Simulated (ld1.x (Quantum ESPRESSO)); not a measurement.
Before and after: ultrasoft potential for aluminium (Al)

Al (Z = 13), ultrasoft, made with ld1.x (Quantum ESPRESSO) 7.5 (PBEsol, scalar-relativistic). Core [Ne], reference 3s2 3p1. Waves: 3s (bound): rcut 1.70, rcutus 2.30 bohr; 3s channel at 0.15 Ry: rcut 1.70, rcutus 2.30 bohr; 3p (bound): rcut 1.55, rcutus 2.15 bohr; 3p channel at 0.2 Ry: rcut 1.55, rcutus 2.15 bohr; 3d channel at 0.4 Ry: rcut 1.65, rcutus 1.95 bohr; 3d channel at 3.15 Ry: rcut 1.65, rcutus 1.95 bohr. Local part: all-electron potential smoothed inside 1.90 bohr (lloc = -2). Core correction: a·sin(br)/r model core inside 1.40 bohr. Augmentation charge: built from norm-conserving waves at rcut, not smoothed further.

All-electron outer shells of the reference configuration (PBEsol, scalar-relativistic, ld1.x):

| shell | level (eV) | outermost node (bohr) | outermost maximum (bohr) |
| --- | --- | --- | --- |
| 2s | -107.85 | 0.16 | 0.50 |
| 2p | -69.54 | – | 0.43 |
| 3s | -7.71 | 0.80 | 2.09 |
| 3p | -2.69 | 0.82 | 2.64 |

Change: all radii but the core radius scaled by about 1.24 (s 2.84, p 2.66, d 2.42 bohr, rcut 2.10/1.92/2.04); local potential all-electron potential smoothed inside 2.36 bohr (lloc = -2).

Cutoffs: the cutoffs (Ry, on a coarse ladder) from which the occupation-weighted sum of valence levels, in a spherical-Bessel basis at the reference potential, stays within 10 and 1 mRy of its value at 400 Ry; they do not see the model core or the augmentation charge, which bear on the density cutoff. Errors are all-electron minus pseudo energies relative to the spin-unpolarised reference configuration.

What does the change do?

Both files are very soft, the changed one slightly harder (loose and tight cutoff 6 and 6 Ry → 6 and 8 Ry on this coarse ladder); of the 7 tests that both files solve, the error grows in 4 and shrinks in 0 by more than 15 % and 0.3 meV (median size 0.4 → 1.1 meV); neither file shows a bound ghost. More of the atom is replaced by a form fitted at one configuration, so other configurations suffer.

| quantity | base | changed |
| --- | --- | --- |
| cutoff, loose | 6 Ry | 6 Ry |
| cutoff, tight | 6 Ry | 8 Ry |
| bound ghosts | none | none |
| error for 3s2 3p0, meV [ΔE 5.74 eV] | +0.4 | +0.4 |
| error for 3s1 3p0, meV [ΔE 24.91 eV] | +1.6 | +6.7 |
| error for 3s2 3p0.5, meV [ΔE 2.07 eV] | 0.0 | 0.0 |
| error for 3s0 3p3, meV [ΔE 10.41 eV] | +0.5 | -9.3 |
| error for 3s1 3p2, meV [ΔE 5.12 eV] | -0.3 | -2.1 |
| error for 3s2 3p1.3, meV [ΔE -0.57 eV] | 0.0 | 0.0 |
| error for 3s1 3p1, meV [ΔE 11.53 eV] | -0.7 | -1.1 |
| lowest overlap eigenvalue by channel | s 0.44, p 0.72, d 0.97 | s 0.48, p 0.87, d 1.00 |
